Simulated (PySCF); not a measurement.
AlCl3H3N, neutral, multiplicity 1. Atoms are numbered in the order given.

```xyz
8

Al     0.0000     0.0000     0.0239
Cl     1.8093    -1.0446     0.4068
Cl    -1.8093    -1.0446     0.4068
Cl     0.0000     2.0892     0.4068
N      0.0000     0.0000    -1.9945
H     -0.8268     0.4774    -2.3657
H      0.0000    -0.9548    -2.3657
H      0.8268     0.4774    -2.3657
```

Coordinates come from a B3LYP-D3(BJ)/def2-SVP optimisation. The geometry has at least one imaginary mode, so it is a saddle point at that level. The isomer is the one that the SMILES or the coordinates give; other isomers of the formula were not compared. Other conformers were not sampled.

All values below come from PBE0/def2-TZVP (PySCF).

The molecule is in vacuum.

* **total energy**: -1679.30240 hartree
* **point group**: C3v
* **highest occupied level**: -8.52 eV
* **lowest empty level**: -0.54 eV
* **orbital gap**: 7.98 eV
* **dipole moment**: 6.20 D
* **quadrupole, principal values (traceless, Buckingham form, about the centre of nuclear charge)**: -9.72, -9.72, 19.45 D·Å
* **mean static polarisability**: 66.7 bohr³ (9.89 Å³)
* **polarisability, principal values**: 59.9, 70.1, 70.1 bohr³
